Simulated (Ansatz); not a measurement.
## One elementary step

Start structure (GaSiH₅O, closed shell), relaxed at PBE0-D4/def2-TZVP:

Ga1  (-1.073, 0.474, 0.196)
Si2  (1.123, -0.482, 0.485)
O3  (-1.688, 0.709, -1.471)
H4  (-1.079, 0.429, -2.158)
H5  (-2.098, 0.944, 1.278)
H6  (1.762, -0.789, -0.825)
H7  (1.044, -1.745, 1.270)
H8  (2.009, 0.460, 1.224)
(Å)

The step: GaSiH₅O ([OH][GaH][SiH3]) → GaHO ([O][GaH]) + SiH₄; bonds formed: Si2–H4; bonds broken: Ga1–Si2, O3–H4. Ansatz 0.2.0; basis: def2-TZVPP and def2-QZVPP; cores frozen in the correlated methods. Filled d shells of the heavier atoms are correlated. The def2 sets are not built for correlating such inner shells, so the correlated values are less sure here. Extrapolation: Hartree–Fock as exp(−7.88 √X), correlation as X^−2.97. Energies below are by CCSD(T) at an estimated basis limit (MP2 extrapolated from triple and quadruple zeta, plus CCSD(T) − MP2 in triple zeta).

Q: What are the electronic barrier and the energy of the step, from the start structure to the end structure? (To be estimated.)

A: By the calculation: Barrier 74.35 kcal/mol; step energy 46.14 kcal/mol (uphill); reverse barrier, their difference, 28.21 kcal/mol. Barrier and step energy count from the start structure, the reverse barrier from the end structure.

The saddle point: One imaginary mode of 1503i cm⁻¹.
```csv
pair,start (Å),saddle (Å),end (Å)
Si2–H4,3.56,1.76,1.51
Ga1–Si2,2.41,2.88,3.25
O3–H4,0.96,1.44,2.91
```

Zero-point energy (harmonic, PBE0-D4): ZPE is 28.12 kcal/mol at the start and 23.78 kcal/mol at the saddle, so the barrier goes from 74.35 to 70.01 kcal/mol.

T1 diagnostic: at most 0.026. The T1 diagnostic is large here, which may signal multireference character or strong orbital relaxation, so CCSD(T) is less sure.

Labels in which every atom is bracketed show which atoms are joined, not bond orders.

For scale, one of the runs: CCSD(T)/def2-TZVPP, 191 basis functions, launched by `ansatz run in.yaml --threads 4 --pin off --events-out ev --progress --plain --max-ram 9574MiB`. Hardware: 4 CPU threads of an Intel Xeon, shared host. Wall time 55 s; peak host memory 2 GiB.
